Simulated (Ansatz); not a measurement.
Geometry optimisation, RKS PBE-D4/def2-SVP (Ansatz 0.2.0).

Input file:

```yaml
crystal:
  periodic: [false, false, false]
  atoms:
    - { symbol: B, position_ang: [0.0, 0.0, 0.0] }
    - { symbol: O, position_ang: [0.0, 0.0, 1.76] }
    - { symbol: H, position_ang: [-0.9095, -0.2814, 2.0971] }
    - { symbol: C, position_ang: [1.3856, 0.0, -0.8] }
    - { symbol: H, position_ang: [1.7152, -1.0462, -0.9702] }
    - { symbol: H, position_ang: [1.2491, 0.508, -1.7774] }
    - { symbol: H, position_ang: [2.1552, 0.5381, -0.2082] }
    - { symbol: O, position_ang: [-1.2211, 0.0, -0.705] }
    - { symbol: H, position_ang: [-1.7308, -0.8467, -0.4965] }
    - { symbol: Cl, position_ang: [0.0968, 2.0475, 0.6811] }
    - { symbol: H, position_ang: [0.0529, 1.1186, 1.6763] }
basis:
  gaussian: { orbitals: def2-SVP }
hamiltonian:
  xc: pbe
  dispersion: d4
relax:
  f_tol: 0.15
  max_steps: 25
  restrain:
    - { distance: [0, 9], at: 3.06, k: 30.0 }
    - { distance: [10, 1], at: 2.21, k: 30.0 }
    - { distance: [0, 1], at: 1.41, k: 30.0 }
    - { distance: [10, 9], at: 1.37, k: 30.0 }
output:
  orbitals: {}
```

Launched with:

```bash
$ ansatz run input.yaml --threads 2 --pin off --max-ram 3072MiB --backend cpu --events-out ev --progress --plain --runs-dir out
```

Task: Where does it end, and by what steps?

Result: The forces met the threshold. The restraints hold the end off the free minimum; the threshold counts their pulls, which the force column leaves out. Restrained pairs: B1–Cl10 (2.16 → 3.07 Å), O2–H11 (1.12 → 2.20 Å), B1–O2 (1.76 → 1.40 Å), Cl10–H11 (1.36 → 1.34 Å). After 9 steps the energy has fallen by 2.436 eV (the restraints' own energy left out); Cl10 moved furthest, 0.70 Å.

```
step  energy less start (eV)  largest force component (eV/Å)  accepted
   0                  0.0000                           5.287       yes
   1                 -0.8485                           2.246       yes
   2                 -1.2968                           2.295       yes
   3                 -1.6947                           2.359       yes
   4                 -2.1550                           0.836       yes
   5                 -2.3075                           0.722       yes
   6                 -2.3570                           0.694       yes
   7                 -2.3286                           1.719        no
   8                 -2.4145                           0.681       yes
   9                 -2.4357                           0.655       yes
```

```xyz
11
Properties=species:S:1:pos:R:3
B -0.004 -0.260 0.029
O 0.008 -0.463 1.415
H -0.868 -0.664 1.793
C 1.371 -0.046 -0.701
H 1.752 -1.041 -1.023
H 1.266 0.573 -1.612
H 2.140 0.401 -0.044
O -1.153 -0.360 -0.715
H -1.959 -0.541 -0.199
Cl -0.056 2.722 0.753
H 0.297 1.717 1.563
```

The run took 12 s on 2 threads of Intel(R) Xeon(R) 6975P-C (Granite Rapids) (shared host), peak memory 0.17 GiB.
